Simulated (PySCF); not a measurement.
# Bonding in `CC1=C(F)CC=C1`

C6H7F.
Atom-mapped SMILES: `[CH3:1][C:2]1=[C:3]([F:4])[CH2:5][CH:6]=[CH:7]1` (hydrogens: H8, H9, H10 on C1; H11, H12 on C5; H13 on C6; H14 on C7)

Geometry (GFN2-xTB, Å), atoms numbered from 1 in this order:
```
atom  x, y, z in Å
C1     2.079    0.009   -0.247
C2     0.600    0.010   -0.079
C3    -0.180   -0.922    0.488
F4     0.217   -2.086    1.036
C5    -1.622   -0.539    0.462
C6    -1.555    0.787   -0.222
C7    -0.283    1.078   -0.521
H8     2.340    0.076   -1.303
H9     2.507   -0.900    0.166
H10    2.516    0.869    0.261
H11   -2.043   -0.467    1.467
H12   -2.226   -1.262   -0.091
H13   -2.426    1.383   -0.422
H14    0.076    1.963   -1.016
```

Bond orders from the PBE0/pcSseg-1 density (PySCF). Isolated species at its GFN2-xTB geometry, gas phase.

Where do the orders between heavy atoms depart from those drawn in the SMILES?

The largest departure is 0.306, at C2–C3 (drawn double, 1.694). Drawn double or triple, more than 0.30 short of the drawn order: C2–C3 (1.694).

Give the Mayer order of every bond between heavy atoms, beside its length.

```json
{"bond": "C1–C2", "drawn as": "single", "length (Å)": "1.489", "Mayer order": "1.065"}
{"bond": "C2–C3", "drawn as": "double", "length (Å)": "1.341", "Mayer order": "1.694"}
{"bond": "C3–F4", "drawn as": "single", "length (Å)": "1.346", "Mayer order": "0.946"}
{"bond": "C3–C5", "drawn as": "single", "length (Å)": "1.491", "Mayer order": "1.088"}
{"bond": "C5–C6", "drawn as": "single", "length (Å)": "1.494", "Mayer order": "1.043"}
{"bond": "C6–C7", "drawn as": "double", "length (Å)": "1.339", "Mayer order": "1.781"}
{"bond": "C7–C2", "drawn as": "single", "length (Å)": "1.455", "Mayer order": "1.070"}
```

By pair of heavy elements: C–C: lowest C5–C6 (1.043, 1.494 Å), highest C6–C7 (1.781, 1.339 Å).

And the bonds to hydrogen?

C–H: 0.91 to 1.00 (7 bonds).

Sum the orders of all bonds at each heavy atom with more than one neighbour and set the sums beside the valence in the SMILES.

C1 3.921 (drawn 4), C2 3.829 (drawn 4), C3 3.728 (drawn 4), C5 3.943 (drawn 4), C6 3.802 (drawn 4), C7 3.847 (drawn 4). Orders between atoms that aren't bonded are not in these sums.

For a closed shell the Mayer order of atoms A and B is Σ (PS)μν (PS)νμ over the basis functions μ on A and ν on B, with P the density and S the overlap matrix.
